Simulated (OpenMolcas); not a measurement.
Pt4+ among 4 point charges of -2.5 e arranged as a tetrahedron (Td), 2.07 Å from the ion.
```
   1.1951    1.1951    1.1951  -2.50
   1.1951   -1.1951   -1.1951  -2.50
  -1.1951    1.1951   -1.1951  -2.50
  -1.1951   -1.1951    1.1951  -2.50
```

```yaml
Program: OpenMolcas 26.06
Method: "SS-CASPT2, IPEA 0.25 Eh, imaginary shift 0.1 Eh (closed shells correlated: 4f 5s 5p)"
Basis: ANO-RCC-VDZP [7s6p4d2f]
Scalar_Hamiltonian: DKH2, point nucleus
Active_space: 6 electrons in 5 orbitals (5d)
State_averaging: 2S+1 = 5 even, 5 roots; 2S+1 = 3 even, 45 roots; 2S+1 = 1 even, 50 roots
Spin-orbit_coupling: RASSI with atomic mean-field integrals over the reference wave functions
```

(1) What is the spin-free ground state (labels of Td)?

(2) Where is the first state of the same spin?

(3) What are the lowest two levels with spin-orbit coupling?

(4) What is χT at 300 K?

Results:

(1) 5E, 2-fold in its orbital part, 100 % from free-ion D terms; it has the highest spin that d6 allows.

(2) 5T2 at 3510 cm-1 above the ground state.

(3) A 1-fold level A1, then a 3-fold level T1 210 cm-1 above it. Their leading multiplicities are 5 (81 %) and 5 (80 %).

(4) 4.68 cm3 K/mol.

Roots that are degenerate in the reference are averaged as groups; the widest CASPT2 spread within a group is 170 cm-1 (the 3-fold group of multiplicity 3 near 25700 cm-1 above the lowest state of its run). Shifts and gaps below about the spread of the groups concerned are not significant. Spin-orbit coupling mixes the spin-free states strongly: the lowest level takes only 59 % from its leading state, 5E. An orbital doublet at a regular site is open to a Jahn-Teller distortion, which this geometry leaves out. Point charges give a weaker field than real ligands, and real ions of this kind are as a rule low spin; the high spin found here belongs to the model. The ground term spreads over less than 5000 cm-1, several times less than with real ligands, so orbital moments are less quenched and χT lies further from the spin-only value than at real sites. Free-ion shares, where given, are those of the reference states; single-state CASPT2 does not remix them. Point charges carry no covalency, so the field is a model and not that of real ligands. No measured value stands beside these numbers.
